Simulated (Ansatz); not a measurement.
Geometry optimisation, RKS PBE/def2-SVP in Ansatz 0.2.0.

The input (input.yaml):

```yaml
crystal:
  periodic: [false, false, false]
  atoms:
    - { symbol: Hf, position_ang: [0.0, 0.0, 0.0] }
    - { symbol: Cl, position_ang: [0.0, 0.0, 2.87] }
    - { symbol: O, position_ang: [1.952, 0.0, -0.6893] }
    - { symbol: H, position_ang: [2.2684, -0.9521, -0.806] }
    - { symbol: O, position_ang: [-0.975, 1.6891, -0.6893] }
    - { symbol: H, position_ang: [-1.9328, 1.4584, -0.9117] }
    - { symbol: "N", position_ang: [-1.0409, -1.8034, -0.7359] }
    - { symbol: H, position_ang: [-1.5759, -2.4197, -0.0595] }
    - { symbol: H, position_ang: [-1.0055, -2.0526, -1.7656] }
    - { symbol: O, position_ang: [1.2429, 1.8744, 0.7473] }
    - { symbol: Al, position_ang: [2.6974, 1.793, 1.7702] }
    - { symbol: H, position_ang: [3.4151, 0.4269, 1.9983] }
    - { symbol: H, position_ang: [3.2545, 3.0879, 2.4385] }
    - { symbol: H, position_ang: [0.8691, 1.3107, 2.002] }
basis:
  gaussian: { orbitals: def2-SVP }
hamiltonian:
  xc: pbe
relax:
  f_tol: 0.15
  max_steps: 25
  restrain:
    - { distance: [0, 9], at: 2.07, k: 30.0 }
    - { distance: [13, 1], at: 1.37, k: 30.0 }
    - { distance: [0, 1], at: 3.72, k: 30.0 }
    - { distance: [13, 9], at: 2.21, k: 30.0 }
```

Run as:

```bash
$ ansatz run input.yaml --threads 4 --pin off --max-ram 5120MiB --backend cpu --events-out ev --progress --plain --runs-dir out
```

Q: Where does it end, and by what steps?

A: The forces met the threshold. The restraints hold the end off the free minimum; the threshold counts their pulls, which the force column leaves out. Restrained pairs: Hf1–O10 (2.37 → 2.04 Å), Cl2–H14 (1.80 → 1.34 Å), Hf1–Cl2 (2.87 → 3.72 Å), O10–H14 (1.43 → 2.20 Å). After 23 steps the energy has fallen by 2.930 eV (the restraints' own energy left out); H4 moved furthest, 1.99 Å.

| step | energy less start (eV) | largest force component (eV/Å) | accepted |
| --- | --- | --- | --- |
| 0 | 0.0000 | 3.844 | yes |
| 1 | 0.3824 | 3.387 | yes |
| 2 | 0.5685 | 3.254 | yes |
| 3 | 0.0976 | 2.794 | yes |
| 4 | -0.8825 | 1.817 | yes |
| 5 | -1.4644 | 1.103 | yes |
| 6 | -1.8857 | 1.314 | yes |
| 7 | -2.2134 | 1.036 | yes |
| 8 | -2.3808 | 0.829 | yes |
| 9 | -2.4793 | 0.823 | yes |
| 10 | -2.5351 | 0.872 | yes |
| 11 | -2.5605 | 1.017 | yes |
| 12 | -2.6397 | 0.869 | yes |
| 13 | -2.6874 | 0.804 | yes |
| 14 | -2.7163 | 0.876 | yes |
| 15 | -2.7554 | 0.834 | yes |
| 16 | -2.7984 | 0.743 | yes |
| 17 | -2.8132 | 0.921 | yes |
| 18 | -2.8145 | 1.011 | yes |
| 19 | -2.8636 | 0.758 | yes |
| 20 | -2.8840 | 0.753 | yes |
| 21 | -2.8885 | 0.790 | yes |
| 22 | -2.9113 | 0.749 | yes |
| 23 | -2.9297 | 0.748 | yes |

```xyz
14
Properties=species:S:1:pos:R:3
Hf 0.414 0.151 -0.447
Cl -1.591 0.702 2.639
O 1.622 -0.366 -1.873
H 2.143 -0.316 -2.686
O -0.866 1.510 -1.020
H -1.777 1.764 -1.220
N -0.470 -1.591 0.156
H -1.144 -1.584 0.935
H -0.368 -2.556 -0.173
O 1.451 0.981 1.107
Al 2.925 1.429 1.879
H 4.304 1.208 1.100
H 2.833 2.054 3.345
H -0.307 1.027 2.428
```

Run time: 74 s on 4 threads of Arm Neoverse V2 (shared host), peak memory 0.25 GiB.
